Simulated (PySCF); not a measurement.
Isomers of C7H12O.

All values: CAM-B3LYP/def2-SVPD (PySCF) at PBE0-D3(BJ)/def2-SVP geometries, gas phase, one conformer each. Core orbitals are frozen in the response; Δα² is half the sum of the squared differences of the principal polarisabilities.

Question: Rank by polarisability anisotropy Δα, highest first.
A. `[CH3:1][O:2][C@@H:3]1[CH2:4][C@@H:5]2[CH2:6][CH2:7][C@H:8]12` with C1–O2–C3–C4 176°
B. `[CH3:1][CH2:2][C@@H:3]1[CH2:4][CH2:5][C:6](=[O:7])[CH2:8]1` with C1–C2–C3–C4 -177°, C2–C3–C4–C5 -164°, C3–C4–C5–C6 31°, C4–C5–C6–O7 168°, C5–C6–C8–C3 -12°
C. `[O:1]=[CH:2][CH:3]1[CH2:4][CH2:5][CH2:6][CH2:7][CH2:8]1` with O1–C2–C3–C4 -10°, C2–C3–C4–C5 -74°, C3–C4–C5–C6 -53°, C4–C5–C6–C7 55°, C5–C6–C7–C8 -56°
D. `[CH2:1]=[CH:2][CH2:3]/[CH:4]=[CH:5]\[O:6][CH2:7][CH3:8]` with C1–C2–C3–C4 118°, C2–C3–C4–C5 115°, C4–C5–O6–C7 -174°, C5–O6–C7–C8 -177°

Answer: D (8.70 Å³), B (3.51 Å³), A (2.34 Å³), C (1.45 Å³).

All values together:

```csv
SMILES,μ (D),HOMO (eV),LUMO (eV),α (Å³),Δα (Å³),ΔSCF removal energy (eV)
CC[C@@H]1CCC(=O)C1,3.45,-8.51,0.61,12.38,3.51,–
O=CC1CCCCC1,2.81,-8.82,0.41,12.12,1.45,9.71
CO[C@@H]1C[C@@H]2CC[C@@H]21,1.26,-8.56,1.36,12.16,2.34,–
C=CC/C=C\OCC,1.98,-7.61,1.29,14.27,8.70,8.30
```

Conformers: `[CH3:1][CH2:2][C@@H:3]1[CH2:4][CH2:5][C:6](=[O:7])[CH2:8]1` with C1–C2–C3–C4 -177°, C2–C3–C4–C5 -164°, C3–C4–C5–C6 31°, C4–C5–C6–O7 168°, C5–C6–C8–C3 -12°; `[O:1]=[CH:2][CH:3]1[CH2:4][CH2:5][CH2:6][CH2:7][CH2:8]1` with O1–C2–C3–C4 -10°, C2–C3–C4–C5 -74°, C3–C4–C5–C6 -53°, C4–C5–C6–C7 55°, C5–C6–C7–C8 -56°; `[CH3:1][O:2][C@@H:3]1[CH2:4][C@@H:5]2[CH2:6][CH2:7][C@H:8]12` with C1–O2–C3–C4 176°; `[CH2:1]=[CH:2][CH2:3]/[CH:4]=[CH:5]\[O:6][CH2:7][CH3:8]` with C1–C2–C3–C4 118°, C2–C3–C4–C5 115°, C4–C5–O6–C7 -174°, C5–O6–C7–C8 -177°.

A dash marks a removal energy that wasn't run or isn't settled.
